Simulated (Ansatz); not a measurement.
`C[SiH2][NH][SnH3]` → `[NH2][SnH2][CH2][SiH3]`  (isomerisation)

Gas-phase electronic energies from Ansatz, PBE0-D4/def2-TZVP geometries. CBS: MP2 limit from def2 TZ/QZ plus the TZ coupled-cluster correction, frozen cores. Functionals use def2-TZVPP. Elements past krypton have def2 core potentials. For Sn outer-core shells are correlated without core-valence functions, which leaves a few kJ/mol of doubt a bond. Each species was taken in one conformer, which may not be the lowest.

```tsv
level	ΔE (kJ/mol)
PBE-D4	61.8
HF/CBS(def2)	85.4
```

(1) What does CCSD(T)/CBS give? (Best estimate.)

Largest T1 diagnostic among the species: 0.012.

Results:

(1) The calculation gave: +65.9 kJ/mol. The listed levels differ from it by -4.1, 19.5 kJ/mol.

From PBE to PBE0 (25 % exact exchange), in def2-TZVPP and without D4, ΔE moves by +5.6 kJ/mol. In def2-TZVPP, CCSD(T) changes the Hartree–Fock value by −17.2 kJ/mol (the triples alone add −3.0 kJ/mol) and MP2 by −18.1 kJ/mol.
